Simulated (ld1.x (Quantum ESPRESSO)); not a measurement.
**rubidium, TM: configuration errors across variants**

```
Element                 : Rb (Z = 37)
Generator               : ld1.x (Quantum ESPRESSO) 7.5
Type                    : norm-conserving Troullier–Martins (Kleinman–Bylander form)
Functional              : PBE
Relativity              : scalar-relativistic
Frozen core             : [Ar] 3d10
Valence charge          : 9
Reference configuration : 4s2 4p6 5s1 5p0
Partial waves           : 4p (bound): rc 2.45 bohr; 4d channel at -0.05 Ry: rc 1.95 bohr; 4s (bound): rc 2.20 bohr
Local potential         : the s channel
Core correction         : none
```

Occupied shells without a wave of their own: 5s. They enter only through the test configuration that unscreens the potential.

All-electron excitation energies from the reference (eV): (1) 4s2 4p6 5s0 5p0 4.154; (2) 4s2 4p6 5s0.5 5p0 1.578; (3) 4s2 4p6 5s0 5p1 1.520; (4) 4s2 4p5 5s1 5p0 21.140; (5) 4s1 4p6 5s1 5p0 37.735.

For the base: The 5s level has no wave, so the channel is fitted at the deeper level alone: the likely source of the large errors.

Errors AE − PS in meV (a dash: test not solved or not reliable):

| change | (1) | (2) | (3) | (4) | (5) | bound ghosts |
| --- | --- | --- | --- | --- | --- | --- |
| base | -384 | -147 | -217 | +112 | +150 | none |
| wave 4p (bound): rc 2.45 bohr becomes 4p (bound): rc 1.92 bohr | -384 | -147 | -224 | +112 | +122 | none |
| wave 4p (bound): rc 2.45 bohr becomes 4p (bound): rc 2.18 bohr | -384 | -147 | -220 | +112 | +138 | none |
| wave 4p (bound): rc 2.45 bohr becomes 4p (bound): rc 2.42 bohr | -384 | -147 | -217 | +112 | +150 | none |
| wave 4p (bound): rc 2.45 bohr becomes 4p (bound): rc 2.58 bohr | -383 | -147 | -216 | +112 | +155 | none |
| wave 4p (bound): rc 2.45 bohr becomes 4p (bound): rc 2.88 bohr | -384 | -147 | -217 | +113 | +152 | none |
| wave 4p (bound): rc 2.45 bohr becomes 4p (bound): rc 3.12 bohr | -384 | -147 | -221 | +114 | +139 | none |
| wave 4p (bound): rc 2.45 bohr becomes 4p (bound): rc 3.42 bohr | -385 | -147 | -234 | +123 | +105 | none |
| wave 4p (bound): rc 2.45 bohr becomes 4p (bound): rc 3.68 bohr | -386 | -147 | -250 | +138 | +70 | none |

Problem. Give the same row for: wave 4p (bound): rc 2.45 bohr becomes 4p (bound): rc 1.56 bohr.

Solution. -384, -147, -226, +113, +110; bound ghosts: none.
